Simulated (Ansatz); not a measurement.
Strength of the C–O bond: C5H10O2 → C3H7O + C2H3O

Species: C5H10O2 (isopropyl acetate) `CC(=O)OC(C)C`, singlet; C3H7O `CC(C)[O]`, doublet; C2H3O (acetyl radical) `C[C]=O`, doublet. 

Shapes, held fixed at every level: PBE0-D4/def2-TZVP. Flexible molecules stand in one conformer, not always the lowest. Programs: Ansatz 0.2.0. Electronic energies: no zero-point or thermal term.

| level | kind | ΔE (kJ/mol) | less CCSD(T)/CBS estimate |
| --- | --- | --- | --- |
| MP2/def2-SVP | perturbation theory | +472.0 | +24.4 |
| HF/def2-SVP | Hartree–Fock | +318.6 | -129.0 |
| HF/def2-TZVPP | Hartree–Fock | +300.1 | -147.5 |
| SPW92/def2-TZVPP | LDA | +507.2 | +59.6 |
| B3LYP-D4/def2-TZVPP | global hybrid | +413.5 | -34.1 |
| wB97M-V/def2-TZVPP | range-separated hybrid | +438.3 | -9.3 |
| CCSD(T)/def2-TZVPP | coupled cluster or CI | +436.6 | -11.0 |
| CCSD(T)/CBS estimate | coupled cluster or CI | +447.6 | 0.0 |

The highest level, CCSD(T)/CBS estimate, gives ΔE = +447.6 kJ/mol; the levels span +300.1 to +507.2. The column of differences is taken from that level and isn't an error. Hartree–Fock misses the correlation of the pair that is broken and comes out low. No measured value is set beside it here. Open shells run unrestricted. The CBS estimate extrapolates MP2 from def2-TZVPP and def2-QZVPP and adds CCSD(T) − MP2 in the triple-zeta set, cores frozen.
